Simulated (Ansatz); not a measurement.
Program: Ansatz. Geometries: PBE0-D4/def2-TZVP. ΔE: electronic, gas phase. CCSD(T)/CBS is the MP2 limit (def2-TZVPP, def2-QZVPP) plus CCSD(T) − MP2 in def2-TZVPP, frozen cores. This one scheme is used for every species, atoms too. DFT in def2-TZVPP. HSE06 is defined as in plane-wave codes. No spin–orbit coupling; open shells (•) take unrestricted orbitals. Spin–orbit coupling would lower the free atoms: a little for B, C, Cl. One conformer a species, not always the lowest.

`CNB(C)Cl` → B• + 2 C• + Cl• + 7 H• + N•  (atomization)

```json
{"level": "BLYP-D4", "ΔE (eV)": "48.10", "difference from CCSD(T)/CBS": "0.08"}
{"level": "HSE06-D4", "ΔE (eV)": "48.54", "difference from CCSD(T)/CBS": "0.52"}
{"level": "B2PLYP", "ΔE (eV)": "47.74", "difference from CCSD(T)/CBS": "-0.28"}
{"level": "revPBE", "ΔE (eV)": "47.28", "difference from CCSD(T)/CBS": "-0.74"}
{"level": "BLYP", "ΔE (eV)": "47.57", "difference from CCSD(T)/CBS": "-0.45"}
{"level": "r2SCANh", "ΔE (eV)": "48.03", "difference from CCSD(T)/CBS": "0.01"}
{"level": "HSE06", "ΔE (eV)": "48.36", "difference from CCSD(T)/CBS": "0.34"}
{"level": "HF/def2-SVP", "ΔE (eV)": "36.65", "difference from CCSD(T)/CBS": "-11.37"}
{"level": "SCS-MP2/def2-TZVPP", "ΔE (eV)": "47.41", "difference from CCSD(T)/CBS": "-0.61"}
{"level": "MP2/def2-QZVPP", "ΔE (eV)": "48.26", "difference from CCSD(T)/CBS": "0.24"}
{"level": "CCSD(T)/CBS", "ΔE (eV)": "48.02", "difference from CCSD(T)/CBS": "0"}
```

Largest T1 diagnostic among the species: 0.014.

From PBE to PBE0 (25 % exact exchange), in def2-TZVPP and without D4, ΔE moves by −0.64 eV: exact exchange takes away binding that semilocal exchange gives to molecules. The D4 term adds +0.38 eV with B3LYP and +0.20 eV with PBE0; it sums over pairs of atoms, weighted by their polarisabilities, and B3LYP, whose exchange is more repulsive, gets the larger term. At CCSD(T), def2-SVP lies −2.05 eV from the extrapolated value and def2-TZVPP −1.13 eV: correlation converges slowly with the basis, and small sets miss more of it in the bonded molecule than in its fragments.

B3LYP here is the variant with VWN-RPA as its local correlation; programs differ in this.

For atomizations the MP2-based limit and the directly extrapolated one differ by several kJ/mol either way, and by 10 to 25 for some Ge, Se and Sn compounds, so smaller differences from it don't rank the levels.
